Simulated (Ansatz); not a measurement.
Gas-phase electronic energies from Ansatz, PBE0-D4/def2-TZVP geometries. CCSD(T)/CBS adds triple-zeta CCSD(T) − MP2 to the extrapolated MP2 energy (def2 sets, frozen cores). This one scheme is used for every species. DFT in def2-TZVPP. HSE06 is defined as in plane-wave codes. def2 core potentials past Kr. For Ta outer-core shells are correlated without core-valence functions, which leaves a few kJ/mol of doubt a bond. Each species was taken in one conformer, which may not be the lowest.

Consider the ligand exchange at a Ta–N bond: `[NH]=[Ta]([NH2])([NH2])[Cl]` + HCl → `[NH]=[Ta]([NH2])([Cl])[Cl]` + NH₃.

```
           level  ΔE (kcal/mol)  difference from CCSD(T)/CBS
        HSE06-D4          -19.6                         -0.7
    CAM-B3LYP-D4          -18.2                          0.7
          revPBE          -19.5                         -0.6
            BLYP          -18.7                          0.2
       CAM-B3LYP          -18.2                          0.7
         LC-ωPBE          -18.2                          0.7
CCSD(T)/def2-SVP          -17.7                          1.2
   HF/def2-TZVPP          -20.2                         -1.3
 CCSD/def2-TZVPP          -18.2                          0.7
   MP2/CBS(def2)          -20.9                         -2.0
     CCSD(T)/CBS          -18.9                            0
```

What do rigid-rotor, harmonic-oscillator terms from PBE0-D4/def2-TZVP frequencies (298.15 K, 1 bar) make of the CCSD(T)/CBS value? (An estimate is asked.)

Ansatz gave: ΔZPE = +2.6 kcal/mol, ΔH = -16.4 kcal/mol, ΔS = 4 J/(mol·K), ΔG = -16.7 kcal/mol.

Largest T1 diagnostic among the species: 0.018.

Leaving LDA and LC-ωPBE aside and taking each functional with its dispersion term where it has one, the values, not all of them listed here, spread over 2.7 kcal/mol, from B97M-V to CAM-B3LYP-D4. LDA lies +1.5 kcal/mol from PBE without D4. From BLYP to BHLYP (50 % exact exchange), in def2-TZVPP and without D4, ΔE moves by −0.8 kcal/mol. At CCSD(T), def2-SVP lies +1.2 kcal/mol from the extrapolated value and def2-TZVPP +0.4 kcal/mol.
